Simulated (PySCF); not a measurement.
Structure and vertical S1–T1 gap

Computed with TDA BHandHLYP/def2-SVP excited states, vertical, gas phase in PySCF. Geometry: GFN2-xTB.

Each molecule in one low-energy conformer.

Scalar relativity is left out, which matters for the atoms heavier than Zn.

**Question.** How does the vertical S1–T1 gap change along this series?
- C[Se]/C=C/C=C/B(C)C (H replaced by SeCH3)
- CB(C)/C=C/C=C/N(C)C (H replaced by N(CH3)2)
- CB(C)/C=C/C=C/n1cccc1 (H replaced by pyrrolyl)

**Answer.** 
```tsv
molecule	S1 (eV)	S1 from	f(S1)	T1 (eV)	T1 from	S1 − T1 (eV)	S0–T1 spin-orbit coupling (cm⁻¹)	S1–T1 spin-orbit coupling (cm⁻¹)
C[Se]/C=C/C=C/B(C)C	4.58	HOMO→LUMO	1.161	2.50	HOMO→LUMO	2.08	1.93	0.98
CB(C)/C=C/C=C/N(C)C	4.72	HOMO→LUMO	1.436	2.55	HOMO→LUMO	2.18	0.12	0.02
CB(C)/C=C/C=C/n1cccc1	4.64	HOMO→LUMO	1.478	2.51	HOMO→LUMO	2.12	0.08	0.02
```
The vertical S1–T1 gap is lowest for C[Se]/C=C/C=C/B(C)C and highest for CB(C)/C=C/C=C/N(C)C.
